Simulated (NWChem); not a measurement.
The numbers come from NWChem runs, not from measurements. System: BF, charge 1, spin multiplicity 2, at the geometry of a parent with another charge or spin, in a state set for the comparison that need not be this species' ground state. Its SCF solution wasn't tested for a lower state. Level: ROCCSD(T)/def2-TZVPD, 2 core orbitals frozen.

Input file:

```
start mol
memory heap 100 mb stack 700 mb global 1900 mb
charge 1
geometry units angstroms nocenter noautoz
  B      0.000000     0.000000    -0.812271
  F      0.000000     0.000000     0.451262
  symmetry group C2v
end
basis spherical
  * library def2-tzvpd
end
scf
  rohf
  nopen 1
  maxiter 100
  thresh 1e-7
  semidirect memsize 60000000 filesize 0
  # guess.movecs holds the orbitals of an unrestricted PBE0 run
  vectors input guess.movecs output mol.movecs
end
tce
  freeze core 2
  ccsd(t)
  2eorb
  2emet 13
  thresh 1e-6
  maxiter 100
  tilesize 24
end
task tce energy
```

Part of the output:

```
             Northwest Computational Chemistry Package (NWChem) 7.3.0
             --------------------------------------------------------

                                NWChem Input Module
                                -------------------

 Scaling coordinates for geometry "geometry" by  1.889725989
 (inverse scale =  0.529177249)

 Turning off AUTOSYM since
 SYMMETRY directive was detected!

                             Geometry "geometry" -> ""
                             -------------------------

 Output coordinates in angstroms (scale by  1.889725989 to convert to a.u.)

  No.       Tag          Charge          X              Y              Z
 ---- ---------------- ---------- -------------- -------------- --------------
    1 B                    5.0000     0.00000000     0.00000000    -0.81227100
    2 F                    9.0000     0.00000000     0.00000000     0.45126200

 Effective nuclear repulsion energy (a.u.)      18.8463429170

            Nuclear Dipole moment (a.u.)
            ----------------------------
        X                 Y               Z
 ---------------- ---------------- ----------------
     0.0000000000     0.0000000000     0.0000056692

      Symmetry information
      --------------------

 Group name             C2v
 Group number             16
 Group order               4
 No. of unique centers     2

      Symmetry unique atoms

     1    2


 Summary of "ao basis" -> "" (spherical)
 ------------------------------------------------------------------------------
       Tag                 Description            Shells   Functions and Types
 ---------------- ------------------------------  ------  ---------------------
 *                         def2-tzvpd                 on all atoms

 Summary of "ao basis" -> "ao basis" (spherical)
 ------------------------------------------------------------------------------
       Tag                 Description            Shells   Functions and Types
 ---------------- ------------------------------  ------  ---------------------
 B                         def2-tzvpd               13       37   6s3p3d1f
[...]
    Number of AO functions :    77
       Number of AO shells :    27
        Use of symmetry is : on
      Symmetry adaption is : on
         Schwarz screening : 0.10D-09

          Correlation Information
          -----------------------
          Calculation type : Coupled-cluster singles & doubles w/ perturbation
   Perturbative correction : (T)
            Max iterations :      100
        Residual threshold : 0.10D-05
     T(0) DIIS level shift : 0.00D+00
     L(0) DIIS level shift : 0.00D+00
     T(1) DIIS level shift : 0.00D+00
     L(1) DIIS level shift : 0.00D+00
     T(R) DIIS level shift : 0.00D+00
     T(I) DIIS level shift : 0.00D+00
   CC-T/L Amplitude update :  5-th order DIIS
                I/O scheme : Global Array Library
        L-threshold :  0.10D-05
        EOM-threshold :  0.10D-05
 no EOMCCSD initial starts read in
 TCE RESTART OPTIONS
 SLICE:      F
 D4D5:       F
 quantumc:   F
 qrotation:  F
 pwtce:      F
 qducc:      F
 nacto:                         0
 nrotv:                         0
 nrot:                          0

            Memory Information
            ------------------
          Available GA space size is     249024942 doubles
          Available MA space size is     104854124 doubles

 Maximum block size supplied by input
 Maximum block size        24 doubles

 tile_dim =     16

 -------------------------------------------------

 Global array virtual files algorithm will be used

 Parallel file system coherency ......... OK

 4-electron integrals stored in orbital form

 v2    file size   =          1919557
 4-index algorithm nr.  13 is used
 imaxsize =       30
 imaxsize ichop =        0


CCSD iterations
 ---------------------------------------------------------
 Iter          Residuum       Correlation     Cpu    Wall
 ---------------------------------------------------------
    1   0.1584184612386  -0.2920868520151     0.4     0.4
    2   0.0331106221798  -0.2875156120204     0.4     0.4
    3   0.0111354265577  -0.2924096240734     0.4     0.4
    4   0.0061044552442  -0.2923417028665     0.4     0.4
    5   0.0024843189666  -0.2929152734660     0.4     0.4
    6   0.0013306576386  -0.2930503822280     0.4     0.4
    7   0.0007409828858  -0.2930551058747     0.4     0.4
    8   0.0004546404529  -0.2930764599885     0.4     0.4
    9   0.0003259813483  -0.2930710187004     0.4     0.4
   10   0.0002418273548  -0.2930846059849     0.4     0.4
   11   0.0000417435260  -0.2930861605082     0.4     0.4
   12   0.0000230783239  -0.2930896481379     0.4     0.4
   13   0.0000093622603  -0.2930887019002     0.5     0.5
   14   0.0000066115590  -0.2930892402806     0.6     0.6
   15   0.0000030213943  -0.2930889629935     0.4     0.4
   16   0.0000012654559  -0.2930890314508     0.4     0.4
   17   0.0000007366513  -0.2930890293389     0.4     0.4
 -----------------------------------------------------------------
 Iterations converged
 CCSD correlation energy / hartree =        -0.293089029338877
 CCSD total energy / hartree       =      -124.089180497140035

 Singles contributions

 Doubles contributions
 CCSD(T)
 Using plain CCSD(T) code
             total no. of tasks         1652
 total no. of tasks / no. procs         1652
                         wl_min            2           1.1
                         wl_max        30720           5.6
        thresh for no. of tasks         1652

 CCSD[T]  correction energy / hartree =        -0.012033541451146
 CCSD[T] correlation energy / hartree =        -0.305122570790023
 CCSD[T] total energy / hartree       =      -124.101214038591181
 CCSD(T)  correction energy / hartree =        -0.010527500724980
 CCSD(T) correlation energy / hartree =        -0.303616530063857
 CCSD(T) total energy / hartree       =      -124.099707997865011

 Task  times  cpu:       17.3s     wall:       17.3s

 Total times  cpu:       17.3s     wall:       17.3s
```
